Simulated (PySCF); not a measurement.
## Nuclear quadrupole coupling in `C/C(=C/C#N)CC(F)(F)F`

Compound: C6H6F3N.
Geometry (GFN2-xTB, Å), atoms numbered from 1 in this order:
```xyz
16
C6H6F3N angstrom
C     -1.1322   -1.4274    0.1811
C     -0.6563   -0.0343   -0.0496
C     -1.3447    1.0360    0.3618
C     -0.9264    2.3619    0.1444
N     -0.6006    3.4450   -0.0466
C      0.6599    0.1223   -0.7670
C      1.8268   -0.3224    0.1034
F      1.7628    0.1740    1.3453
F      3.0003    0.0669   -0.4117
F      1.8985   -1.6579    0.2334
H     -1.1484   -1.9810   -0.7570
H     -0.4562   -1.9525    0.8556
H     -2.1276   -1.4354    0.6160
H     -2.2863    0.9316    0.8831
H      0.8359    1.1684   -1.0289
H      0.6868   -0.4862   -1.6746
```

Field gradients from the PBE0/pcSseg-1 density (PySCF, non-relativistic), principal values in atomic units, ordered |Vxx| ≤ |Vyy| ≤ |Vzz|:

```tsv
atom	Vxx	Vyy	Vzz
N5	0.4382	0.5333	-0.9715
```

**Question.** Find the asymmetry η = (Vxx − Vyy)/Vzz and the couplings χ = eQV/h (234.96 MHz × Q in barn × V in au), with Q(14N) = 0.02044 b.

**Answer.** 
```
atom       environment  nucleus     η  χzz (MHz)  χxx (MHz)  χyy (MHz)
  N5  nitrile nitrogen      14N  0.10     -4.666      2.105      2.561
```

**Question.** What is Vzz at N5 in SI units (1 au = 9.71736 × 10²¹ V/m²)?

**Answer.** -0.9715 au = -9.440 × 10²¹ V/m².

**Question.** And the gradient at the other heavy atoms, for which no coupling is worked out here?

**Answer.** 
```
atom                      environment  Vzz (au)     η
  C1                   allylic carbon     0.094  0.39
  C2  fully substituted alkene carbon     0.367  0.42
  C3                 alkene CH carbon    -0.193  0.35
  C4                   nitrile carbon    -0.394  0.03
  C6                   allylic carbon    -0.122  0.99
  C7                       CF3 carbon    -0.432  0.03
  F8          fluorine of a CF3 group     2.906  0.05
  F9          fluorine of a CF3 group     2.913  0.04
 F10          fluorine of a CF3 group     2.886  0.05
```

Were the hydrogens deuterons (Q(2H) = 0.00286 b), χzz would run from 193 kHz (H15) to 216 kHz (H14).

The structure is a single GFN2-xTB conformer in the gas phase; no vibrational or solvent corrections. GFN2-xTB bond lengths can be off by several hundredths of an ångström, more for odd bonds, and the gradients follow them. With so small a basis the couplings can be 20 % off.
